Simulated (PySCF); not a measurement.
HGa, triplet, geometry from GFN2-xTB (such geometries of metal compounds can be far from the true shape) (the spin is typed, not shown lowest), with bond 2-1 at 2.4 times its length; CASSCF(2,3)/cc-pVDZ run with PySCF.

The PySCF input:
```python
from pyscf import gto, scf, mcscf
import numpy

mol = gto.Mole()
mol.atom = '''
    Ga   -0.000000   -0.000000   -0.053767
    H     0.000000    0.000000    4.075572
'''
mol.basis = 'cc-pvdz'
mol.charge = 0
mol.spin = 2
mol.verbose = 4
mol.build()

mf = scf.ROHF(mol)
mf.kernel()
mc = mcscf.CASSCF(mf, 3, 2)
mc.kernel()
occ = numpy.linalg.eigvalsh(mc.fcisolver.make_rdm1(mc.ci, mc.ncas, mc.nelecas))[::-1]
ss = mc.fcisolver.spin_square(mc.ci, mc.ncas, mc.nelecas)[0]
print('natural occupations', occ.round(4), ' <S^2>', round(ss, 4))
```

Output, abridged:

```
PySCF version 2.14.0

[INPUT] verbose = 4
[INPUT] num. atoms = 2
[INPUT] num. electrons = 32
[INPUT] charge = 0
[INPUT] spin (= nelec alpha-beta = 2S) = 2
[INPUT] symmetry False subgroup None
[INPUT] Mole.unit = angstrom
[INPUT] Symbol           X                Y                Z      unit          X                Y                Z       unit  Magmom
[INPUT]  1 Ga     0.000000000000   0.000000000000  -0.053767000000 AA    0.000000000000   0.000000000000  -0.101604904539 Bohr   0.0
[INPUT]  2 H      0.000000000000   0.000000000000   4.075572000000 AA    0.000000000000   0.000000000000   7.701714880946 Bohr   0.0

nuclear repulsion = 3.9726681530676
number of shells = 9
number of NR pGTOs = 84
number of NR cGTOs = 32
basis = cc-pvdz
ecp = {}

******** <class 'pyscf.scf.rohf.ROHF'> ********
method = ROHF
initial guess = minao
damping factor = 0
level_shift factor = 0
DIIS = <class 'pyscf.scf.diis.CDIIS'>
diis_start_cycle = 1
diis_space = 8
diis_damp = 0
SCF conv_tol = 1e-09
SCF conv_tol_grad = None
SCF max_cycles = 50
direct_scf = True
direct_scf_tol = 1e-13
num. doubly occ = 15  num. singly occ = 2
Set gradient conv threshold to 3.16228e-05
init E= -1922.88533352564

WARN: HOMO 0.0134016115273603 >= LUMO 0.0134016115273638

cycle= 1 E= -1923.67414100336  delta_E= -0.789  |g|= 0.0906  |ddm|= 0.851
  HOMO = -0.0733949212201794  LUMO = 0.0245967256141497  gap/eV = 2.66649
cycle= 2 E= -1923.68758394657  delta_E= -0.0134  |g|= 0.0276  |ddm|= 0.255
  HOMO = -0.0639138973728659  LUMO = 0.0332553784415417  gap/eV = 2.64411
cycle= 3 E= -1923.68844598056  delta_E= -0.000862  |g|= 0.01  |ddm|= 0.0784
  HOMO = -0.0625089084046679  LUMO = 0.0343293496002814  gap/eV = 2.63510
cycle= 4 E= -1923.68861801198  delta_E= -0.000172  |g|= 0.00379  |ddm|= 0.031
  HOMO = -0.0625707121693513  LUMO = 0.0341265609255563  gap/eV = 2.63127
cycle= 5 E= -1923.68864421069  delta_E= -2.62e-05  |g|= 0.000779  |ddm|= 0.00952
  HOMO = -0.0625109395293233  LUMO = 0.0341089574057882  gap/eV = 2.62916
cycle= 6 E= -1923.68864508439  delta_E= -8.74e-07  |g|= 8.03e-05  |ddm|= 0.00287
  HOMO = -0.0625192468466638  LUMO = 0.0341112190431763  gap/eV = 2.62945
cycle= 7 E= -1923.6886450916  delta_E= -7.21e-09  |g|= 4.38e-05  |ddm|= 0.000303
  HOMO = -0.0625216668474966  LUMO = 0.034109069623145  gap/eV = 2.62946
cycle= 8 E= -1923.68864509482  delta_E= -3.22e-09  |g|= 3.18e-06  |ddm|= 8.16e-05
  HOMO = -0.0625214448492724  LUMO = 0.0341087365467143  gap/eV = 2.62944
cycle= 9 E= -1923.68864509483  delta_E= -1.41e-11  |g|= 8.2e-07  |ddm|= 1.31e-05
  HOMO = -0.0625214294187832  LUMO = 0.0341086355104996  gap/eV = 2.62944
Extra cycle  E= -1923.68864509483  delta_E= -1.14e-12  |g|= 4.25e-07  |ddm|= 3.11e-06
converged SCF energy = -1923.68864509483

******** <class 'pyscf.mcscf.mc1step.CASSCF'> ********
CAS (2e+0e, 3o), ncore = 15, nvir = 14
max_cycle_macro = 50
max_cycle_micro = 4
conv_tol = 1e-07
conv_tol_grad = None
orbital rotation max_stepsize = 0.02
orbital rotation threshold for CI restart = 0.01
augmented hessian ah_max_cycle = 30
augmented hessian ah_conv_tol = 1e-12
augmented hessian ah_linear dependence = 1e-14
augmented hessian ah_level shift = 1e-08
augmented hessian ah_start_tol = 2.5
augmented hessian ah_start_cycle = 3
augmented hessian ah_grad_trust_region = 3
kf_trust_region = 3
kf_interval = 4
ci_response_space = 4
ci_grad_trust_region = 3
with_dep4 0
natorb = False
canonicalization = True
sorting_mo_energy = False
ao2mo_level = 2
internal_rotation = False
******** <class 'pyscf.fci.direct_spin1.FCISolver'> ********
max. cycles = 50
conv_tol = 1e-08
davidson only = False
linear dependence = 1e-12
level shift = 0.001
max iter space = 12
nroots = 1
pspace_size = 400
spin = None
CASCI E = -1923.68864509483  S^2 = 2.0000000
Set conv_tol_grad to 0.000316228
macro iter   1 (  1 JK    1 micro), CASSCF E = -1923.68864509483  dE =  0.00000000e+00  S^2 = 2.0000000
               |grad[o]|=4.25e-07  |grad[c]|=9.33e-14  |ddm|=    0  |maxRot[o]|=    0
1-step CASSCF converged in   1 macro (  1 JK   1 micro) steps
CASSCF canonicalization
Density matrix diagonal elements [1.0000000e+00 1.0000000e+00 1.5207817e-26]
CASSCF energy = -1923.68864509483
CASCI E = -1923.68864509483  E(CI) = -0.835282985120784  S^2 = 2.0000000
natural occupations [ 1.  1. -0.]  <S^2> 2.0
```
